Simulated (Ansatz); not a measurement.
Question: Predict a relaxed structure of `Cc1csc(-c2sc(-c3sc(-c4sc(-c5sc(-c6sccc6C)cc5C)cc4C)cc3C)cc2C)c1`, charge 0, singlet, at r2SCAN-D4/def2-SVP (Ansatz).

Answer: 
```xyz
62

C    -0.733   -1.839  -11.568
C    -0.089   -1.923  -10.216
C     0.971   -2.749   -9.904
S     1.462   -2.596   -8.259
C     0.217   -1.412   -7.932
C     0.072   -0.843   -6.613
S     0.578   -1.755   -5.215
C     0.142   -0.467   -4.116
C     0.306   -0.568   -2.692
S    -0.289    0.738   -1.692
C     0.234   -0.042   -0.218
C     0.031    0.533    1.083
S     0.551   -0.376    2.483
C     0.019    0.867    3.590
C     0.146    0.747    5.017
S    -0.528    2.008    6.026
C    -0.004    1.226    7.493
C    -0.266    1.826    8.779
S    -0.456    3.558    8.916
C    -0.740    3.459   10.607
C    -0.680    2.160   11.054
C    -0.413    1.210   10.025
C    -0.339   -0.267   10.265
C     0.643    0.036    7.189
C     0.735   -0.251    5.803
C     1.407   -1.480    5.272
C    -0.532    1.924    2.871
C    -0.536    1.756    1.468
C    -1.085    2.784    0.527
C     0.836   -1.259   -0.526
C     0.885   -1.571   -1.903
C     1.494   -2.835   -2.430
C    -0.384    0.600   -4.839
C    -0.429    0.408   -6.240
C    -0.926    1.448   -7.198
C    -0.514   -1.164   -9.085
H    -0.675   -0.815  -11.976
H    -0.249   -2.517  -12.285
H    -1.802   -2.106  -11.517
H     1.492   -3.443  -10.565
H    -0.935    4.364   11.183
H    -0.836    1.879   12.098
H     0.705   -0.617   10.360
H    -0.799   -0.833    9.439
H    -0.857   -0.533   11.199
H     1.087   -0.607    7.950
H     1.830   -2.073    6.096
H     0.703   -2.127    4.720
H     2.227   -1.233    4.577
H    -0.930    2.817    3.359
H    -1.920    2.385   -0.073
H    -0.319    3.137   -0.185
H    -1.457    3.656    1.084
H     1.242   -1.921    0.243
H     1.920   -3.428   -1.608
H     2.301   -2.630   -3.153
H     0.751   -3.462   -2.949
H    -0.718    1.523   -4.357
H    -1.969    1.256   -7.505
H    -0.899    2.445   -6.734
H    -0.315    1.472   -8.115
H    -1.368   -0.485   -9.109
```
 This is one stationary point.

Single mean-field runs in def2-SVP are fitted with def2-universal-jkfit.
